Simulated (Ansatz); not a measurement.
Reaction (ligand exchange at the Si–C bond): `O[SiH](O)CCl` + `[NH2][GeH3]` → `O[SiH](O)[NH][GeH3]` + `CCl`

Isolated molecules relaxed with PBE0-D4/def2-TZVP in Ansatz; ΔE leaves out vibrations. CBS: MP2 limit from def2 TZ/QZ plus the TZ coupled-cluster correction, frozen cores. This one scheme is used for every species. For Ge outer-core shells are correlated without core-valence functions, which leaves a few kJ/mol of doubt a bond. Scalar relativity is left out up to krypton. One conformer a species, not always the lowest.

`O[SiH](O)CCl`:

Z-matrix (Å, degrees):
```
Si
O 1 1.634
C 1 1.880 2 111.5
O 1 1.639 2 107.8 3 119.2
H 1 1.479 2 106.9 3 -118.6
H 2 0.958 1 117.6 3 -87.1
Cl 3 1.794 1 107.4 2 174.5
H 3 1.090 1 113.0 2 -67.3
H 3 1.091 1 112.9 2 56.5
H 4 0.960 1 116.4 2 -163.5
```

`[NH2][GeH3]`:

Cartesian coordinates in Å:
```
N -0.990 -0.238 -0.560
Ge 0.558 -0.015 0.415
H -1.683 0.479 -0.391
H -0.835 -0.293 -1.558
H 1.471 -1.203 0.078
H 1.321 1.299 0.118
H 0.157 -0.029 1.898
```

`O[SiH](O)[NH][GeH3]`:

Z-matrix (Å, degrees):
```
Si
O 1 1.646
N 1 1.700 2 114.0
O 1 1.638 2 103.5 3 -119.3
H 1 1.484 2 110.5 3 120.2
H 2 0.958 1 117.2 3 -54.5
Ge 3 1.845 1 126.4 2 -70.6
H 3 1.008 1 116.5 2 125.5
H 4 0.959 1 116.0 2 -22.4
H 7 1.539 3 111.1 1 -97.6
H 7 1.532 3 106.9 1 23.1
H 7 1.540 3 108.4 1 142.5
```

`CCl`:

```xyz
5

C     0.124    0.013    0.075
Cl   -1.386   -0.147   -0.840
H    -0.119    0.144    1.127
H     0.666    0.879   -0.297
H     0.714   -0.890   -0.066
```

```csv
species,HF/CBS(def2) energy (Eh)
`O[SiH](O)CCl`,-939.19946
`[NH2][GeH3]`,-2132.80509
`O[SiH](O)[NH][GeH3]`,-2572.88344
`CCl`,-499.15803
```

Q: Work out ΔE.

A: ΔE = (-2572.88344) + (-499.15803) − (-939.19946) − (-2132.80509) = -0.03692 Eh = -96.9 kJ/mol. CCSD(T)/CBS gives -86.0 kJ/mol.

Largest T1 diagnostic among the species: 0.011.

In def2-TZVPP, CCSD(T) changes the Hartree–Fock value by +9.0 kJ/mol (the triples alone add +1.6 kJ/mol) and MP2 by +7.6 kJ/mol. From PBE to PBE0 (25 % exact exchange), in def2-TZVPP and without D4, ΔE moves by −5.1 kJ/mol.
